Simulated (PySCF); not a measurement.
Gas-phase equilibrium of 1 mol NO, 0.58 mol O₂ at 1600 K and 0.00133 bar, among 8 species (O₂, N₂, O, NO, O₃, N, N₂O, NO₂). Only gases are allowed; each row takes one source of thermochemistry for all species, and Cantera finds the minimum.

Method: PySCF energies (xtb for GFN2) plus ideal-gas RRHO corrections (1 bar). Table values come from the NASA 1993 polynomials. After a fit of one offset per element over all species, the range-separated, M06-2X, PBE0/def2-QZVP and CCSD(T)/def2-TZVPP enthalpies, where run, lie to one side of the table for O₃ (+19 kJ/mol): a fault of the table's entry, another state or a shared error of the levels is possible; this was not checked at source. † marks an energy on the PBE0/def2-TZVP geometry and frequencies; other levels use their own. MP2 and CCSD(T) freeze the core. Open shells (unrestricted) among the columns below: O₂ (multiplicity 3), NO (multiplicity 2, electronic degeneracy 4), NO₂ (multiplicity 2); the rest are closed-shell singlets. GFN2 has no spin-polarisation term. Spin-orbit splitting is ignored; it lowers the true energy and changes the entropy of NO. B3LYP is the form with VWN-RPA correlation. MP2 isn't extrapolated to the basis-set limit. CCSD(T) isn't extrapolated to the basis-set limit. The harmonic model lacks anharmonicity and excited electronic states, which grow with temperature; levels with a mode under 35 cm⁻¹ are left out. Strong static correlation: O₃. Warning, large T1 diagnostic: O₃ (CCSD(T)/def2-TZVPP†).

Molecules larger than those listed are left out. Table species left out: NO3.

With table thermochemistry: NO₂ 5.9e-7, O₂ 0.68, N₂ 0.32, O₃ 1.3e-10, NO 0.0022.

Problem. How far does the composition move with the other sources (B3LYP/def2-TZVP†, CCSD(T)/def2-TZVPP†, GFN2-xTB, MP2/def2-TZVPP†, PBE0/def2-TZVP, ωB97X-V/def2-TZVP†)?

Solution. 
| thermochemistry | x NO₂ | x O₂ | x N₂ | x O₃ | x NO |
|---|---|---|---|---|---|
| table | 5.9e-7 | 0.68 | 0.32 | 1.3e-10 | 0.0022 |
| B3LYP/def2-TZVP† | 8.7e-7 | 0.68 | 0.32 | 2.0e-12 | 0.0026 |
| CCSD(T)/def2-TZVPP† | 2.6e-7 | 0.68 | 0.32 | 1.6e-11 | 0.0023 |
| GFN2-xTB | 0.94 | 0.026 | 2.0e-8 | 0.034 | 3.6e-5 |
| MP2/def2-TZVPP† | 1.1e-6 | 0.68 | 0.32 | 2.9e-10 | 0.00094 |
| PBE0/def2-TZVP | 2.0e-6 | 0.68 | 0.32 | 1.3e-12 | 0.0025 |
| ωB97X-V/def2-TZVP† | 3.9e-7 | 0.68 | 0.32 | <1e-12 | 0.0026 |
The most sensitive of these is O₃: it spans a factor of 10^10.5 over these rows; at this temperature one factor of ten is RT ln 10 = 31 kJ/mol.
